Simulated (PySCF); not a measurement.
CH5ClFNSi. Atoms are numbered in the order given.

```xyz
10

N     -2.5089     0.1649     0.8032
C     -1.4608    -0.5945     0.1093
Si     0.2459     0.1454     0.3454
F      0.1683     1.6905    -0.1657
Cl     1.6898    -0.8269    -0.7751
H     -2.3507     0.1788     1.8111
H     -2.5147     1.1371     0.4939
H     -1.6905    -0.6402    -0.9696
H     -1.4717    -1.6436     0.4531
H      0.6718     0.1874     1.7657
```
Charge 0, spin multiplicity 1.

Geometry optimised at B3LYP-D3(BJ)/def2-SVP. The structure was generated by enumeration; whether it is a known compound was not checked. One conformer was computed; it need not be the lowest.

Method: HF/pcSseg-1 (PySCF).

GIAO shieldings, no solvent; atoms listed in one row are averaged. δ = σ(ref) − σ: ¹⁵N against NH3 (σ = 267.3 ppm); ¹³C against TMS (σ = 192.6 ppm); ²⁹Si against TMS (σ = 393.8 ppm); ¹⁹F against CFCl3 (σ = 238.5 ppm); ³⁵Cl against HCl (σ = 958.2 ppm); ¹H against TMS (σ = 31.99 ppm), references at their B3LYP-D3(BJ)/def2-TZVP geometries, non-relativistic (without spin–orbit terms, shifts of atoms bonded to Cl or Br come out too high).

Estimate the chemical shifts. (An estimate is asked for; the answer gives what the named calculation found.)


```tsv
nucleus	atoms	count	δ (ppm)
¹⁵N	N1	1	5.4
¹³C	C2	1	30.7
²⁹Si	Si3	1	2.6
¹⁹F	F4	1	-142.4
³⁵Cl	Cl5	1	6.7
¹H	H10	1	4.97
¹H	H8	1	2.69
¹H	H9	1	2.30
¹H	H7	1	0.79
¹H	H6	1	0.41
```
